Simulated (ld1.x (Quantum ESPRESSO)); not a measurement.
Before and after: TM potential for C

```json
{
  "Element": "C (Z = 6)",
  "Generator": "ld1.x (Quantum ESPRESSO) 7.5",
  "Type": "norm-conserving Troullier–Martins (Kleinman–Bylander form)",
  "Functional": "BLYP",
  "Relativity": "scalar-relativistic",
  "Frozen core": "[He]",
  "Valence charge": "4",
  "Reference configuration": "2s2 2p2",
  "Partial waves": "2s (bound): rc 0.80 bohr; 2p (bound): rc 1.55 bohr",
  "Local potential": "all-electron potential smoothed inside 0.70 bohr (lloc = -1)",
  "Core correction": "a·sin(br)/r model core inside 0.55 bohr"
}
```

Change: non-relativistic.

Cutoffs: the cutoffs (Ry, on a coarse ladder) from which the occupation-weighted sum of valence levels, in a spherical-Bessel basis at the reference potential, stays within 10 and 1 mRy of its value at 400 Ry; they do not see the model core or the augmentation charge, which bear on the density cutoff. Errors are all-electron minus pseudo energies relative to the spin-unpolarised reference configuration.

Q: How do hardness, ghosts and transferability respond?

A: The potential gets neither clearly harder nor softer (100 Ry and 230 Ry → 100 Ry and 230 Ry); the errors of the 7 common tests hardly move; neither file shows a bound ghost.

| quantity | base | changed |
| --- | --- | --- |
| cutoff, loose | 100 Ry | 100 Ry |
| cutoff, tight | 230 Ry | 230 Ry |
| bound ghosts | none | none |
| error for 2s2 2p1, meV [ΔE 10.83 eV] | +12 | +12 |
| error for 2s2 2p0, meV [ΔE 35.00 → 35.01 eV] | +128 | +129 |
| error for 2s1 2p0, meV [ΔE 83.16 → 83.14 eV] | +276 | +276 |
| error for 2s2 2p1.5, meV [ΔE 3.94 eV] | +1.5 | +1.7 |
| error for 2s1 2p3, meV [ΔE 8.39 → 8.37 eV] | +9.5 | +9.5 |
| error for 2s0 2p4, meV [ΔE 16.81 → 16.78 eV] | +40 | +39 |
| error for 2s2 2p2.3, meV [ΔE -1.14 eV] | +0.2 | +0.2 |
| s: phases at 1.69 bohr within 0.05 rad from the reference energy up to (Ry; the scan ends near 5) | 4.3 | 4.3 |
| p: phases at 1.69 bohr within 0.05 rad from the reference energy up to (Ry; the scan ends near 5) | 4.7 | 4.7 |
